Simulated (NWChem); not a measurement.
System: BNH3OCl; SMILES NB(O)Cl

```xyz
7

B     -0.0256     0.4584     0.0000
Cl    -0.0350    -1.3354     0.0000
O     -1.2005     1.1404     0.0000
H     -1.9648     0.5580     0.0000
N      1.1974     1.1325     0.0000
H      1.2439     2.1422     0.0000
H      2.0877     0.6588     0.0000
```
Atoms are numbered in this order, from 1.

All runs: NWChem. Pople sets run with spherical d functions. STO-3G and 3-21G are far too small for this property and stand as cheap habits. Structure relaxed at the PBE0/def2-SVP level. Field at 589 nm.

| level | isotropic polarisability (bohr³) | anisotropy (bohr³) |
|---|---|---|
| B3LYP/STO-3G | 15.6 | 19.4 |
| B3LYP/6-31G* | 29.6 | 20.2 |
| B3LYP/def2-SVP | 29.7 | … |
| B3LYP/def2-SVPD | 43.0 | 15.0 |
| B3LYP/aug-cc-pVDZ | 43.1 | 15.1 |

What belongs in the gaps?


- B3LYP/def2-SVP, anisotropy (bohr³): 16.5
